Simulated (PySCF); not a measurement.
# Tl(III) with more and more NH2

Computed with PySCF 2.14.0, PBE0, def2-SVP on the ligands, density fitting, scalar-relativistic core potentials, no spin-orbit coupling, vacuum. The metal has def2-SVP with ECP60. Each complex is relaxed within the symmetry of its template. Distances are means of the shortest metal–ligand contacts, charges and spins Mulliken's; removal energies are rigid, with the ligand's formal charge and no counterpoise, so too large; for an anion taken off a cation in vacuum most of it is the attraction of opposite charges, and multiply charged cations can part far more cheaply with an electron moved from ligand to metal.

```tsv
complex	point group	M–NH2 (Å)	charge on M (e)	HOMO–LUMO gap (eV)	removal of one NH2 (eV)	strongest infrared band, degenerate modes summed (cm⁻¹)	unstable modes (below −25 cm⁻¹)
[Tl(NH2)2]+	C2	2.019	0.82	5.83	19.89	3502	0
[Tl(NH2)4]−	D2d	2.233	0.29	5.43	4.79	649	0 (lowest -23 cm⁻¹, within noise)
```

**Question.** What does the calculation give for Tl(NH2)3?

**Answer.** point group: C3h, M–NH2 (Å): 2.173, charge on M (e): 0.50, HOMO–LUMO gap (eV): 5.26, removal of one NH2 (eV): 10.50, unstable modes (below −25 cm⁻¹): 3.
```xyz
10

Tl    0.0000    0.0000    0.0000
N     2.1597    0.2426    0.0000
H     2.4843   -0.3104    0.8008
H     2.4843   -0.3104   -0.8008
N    -1.2899    1.7490    0.0000
H    -0.9733    2.3067    0.8008
H    -0.9733    2.3067   -0.8008
N    -0.8697   -1.9916    0.0000
H    -1.5110   -1.9963    0.8008
H    -1.5110   -1.9963   -0.8008
```

The more ligands, the longer each bond and the weaker the last ligand is held.

Members with unstable modes aren't minima as they stand: saddle points kept by symmetry or, where the modes are soft, flat surfaces and noise. Moved off a saddle point of the template and relaxed again: [Tl(NH2)2]+, Tl(NH2)3. One start shape was tried for each, so a minimum needn't be the lowest isomer.
